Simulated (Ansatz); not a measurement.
A nudged elastic band was laid between two geometries of H4O2Si2 (8 atoms, charge 0, multiplicity 1).

Level of theory: RKS PBE0-D4/def2-SVP in Ansatz.

| Item | Value |
| --- | --- |
| movable images | 7 |
| climbing image | from the first iteration |
| spring | 5.0 eV/Å² |
| optimiser | fire |
| start path | IDPP |
| force threshold | 0.03 eV/Å |
| iteration limit | 60 |
| end points | relaxed |

Image 0:

```xyz
8
Properties=species:S:1:pos:R:3
O -0.543 1.972 -1.918
Si 0.419 1.749 -0.582
O -0.025 0.183 -0.165
Si 0.274 -1.023 0.947
H -1.112 1.232 -2.170
H -0.984 -1.329 1.687
H 1.326 -0.596 1.918
H 0.736 -2.245 0.227
```

Image 8:

```xyz
8
Properties=species:S:1:pos:R:3
O -0.454 2.441 -1.298
Si 0.261 0.975 -1.607
O -0.017 0.202 -0.140
Si 0.234 -1.235 0.667
H -0.851 2.554 -0.423
H -1.083 -1.797 1.082
H 1.066 -0.977 1.877
H 0.935 -2.219 -0.214
```

Q: What changes between the two ends?

A: No bond is made or broken. The dihedral Si2–O3–Si4–H7 goes from -1 to 119°. The two ends are copies of one structure, up to a mirror image or an exchange of like atoms.

Q: What energy profile does the band end with?

A: The run converged. The highest image is number 4 of 0 to 8, 0.014 eV above the ends, which have the same energy within 2 meV. Another band between the same ends (7 images) ends at a top of the same energy, where a vibrational analysis finds 1 clearly imaginary mode.

```json
{"image": "0", "path coordinate (Å)": "0.00", "energy (eV)": "0.000", "dihedral Si2–O3–Si4–H7 (°)": "-1"}
{"image": "1", "path coordinate (Å)": "0.34", "energy (eV)": "0.002", "dihedral Si2–O3–Si4–H7 (°)": "12"}
{"image": "2", "path coordinate (Å)": "0.68", "energy (eV)": "0.007", "dihedral Si2–O3–Si4–H7 (°)": "26"}
{"image": "3", "path coordinate (Å)": "1.01", "energy (eV)": "0.012", "dihedral Si2–O3–Si4–H7 (°)": "43"}
{"image": "4", "path coordinate (Å)": "1.35", "energy (eV)": "0.014", "dihedral Si2–O3–Si4–H7 (°)": "61"}
{"image": "5", "path coordinate (Å)": "1.67", "energy (eV)": "0.012", "dihedral Si2–O3–Si4–H7 (°)": "76"}
{"image": "6", "path coordinate (Å)": "1.98", "energy (eV)": "0.007", "dihedral Si2–O3–Si4–H7 (°)": "93"}
{"image": "7", "path coordinate (Å)": "2.30", "energy (eV)": "0.002", "dihedral Si2–O3–Si4–H7 (°)": "106"}
{"image": "8", "path coordinate (Å)": "2.62", "energy (eV)": "0.000", "dihedral Si2–O3–Si4–H7 (°)": "119"}
```

Q: What is the geometry of the highest image?

A: 
```xyz
8
Properties=species:S:1:pos:R:3
O -0.666 2.169 -1.642
Si 0.706 1.379 -1.140
O 0.019 0.197 -0.164
Si 0.322 -1.110 0.824
H -1.506 1.826 -1.306
H -0.977 -1.634 1.331
H 1.171 -0.699 1.982
H 1.022 -2.186 0.060
```

Time of the run: 5.9 min on 1 thread of AMD EPYC 7R13 Processor (Zen 3) (shared host), peak memory 0.26 GiB.
